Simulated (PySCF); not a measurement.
CaCl, charge +1.

```xyz
2

Ca     0.0000     0.0000    -1.0652
Cl     0.0000     0.0000     1.2531
```
Charge +1, spin multiplicity 1.

Coordinates come from a PBE-D3(BJ)/def2-TZVPD optimisation. The multiplicity is an assumed one; other spin states were not compared.

The numbers are results of PySCF with PBE0/pcSseg-2, not measurements. Non-relativistic, no solvent.

Computed absolute GIAO shielding of each atom: isotropic value and principal components (ppm):
| atom | σ(iso) | σ11 | σ22 | σ33 | span |
|---|---|---|---|---|---|
| Ca1 | 1168.4 | 1041.4 | 1041.4 | 1422.3 | 380.9 |
| Cl2 | 387.3 | 5.3 | 5.3 | 1151.3 | 1146.0 |
